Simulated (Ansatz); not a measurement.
(H3Sn)2Se (Sn₂H₆Se). Total charge 0; singlet. Geometry relaxed at PBE0-D4/def2-SVP.

Cartesian coordinates in Å:
```
Sn -1.8229 0.1664 0.4712
H -2.2251 -1.0709 -0.6459
H -3.0033 0.2898 1.7016
H -1.6318 1.6558 -0.3581
Se 0.3496 -0.4188 1.6616
Sn 1.8395 -0.1889 -0.3891
H 1.7665 1.4219 -0.9736
H 1.3113 -1.2721 -1.6099
H 3.4162 -0.5832 0.1423
```

In the def2 sets Sn takes a core potential; there is no spin–orbit coupling.

(1) Estimate the harmonic wavenumbers at RKS PBE0-D4/def2-SVP (Ansatz, unscaled). Is this a minimum?

Results:

(1) 39, 57, 63, 237, 246, 433, 456, 460, 474, 673, 705, 713, 714, 721, 731, 1920, 1923, 1928, 1930, 1947, 1951 cm⁻¹. Yes, no mode is imaginary beyond noise. Zero-point energy 109.6 kJ/mol. It took 85 s on 4 threads of Arm Neoverse V2 on a shared host.
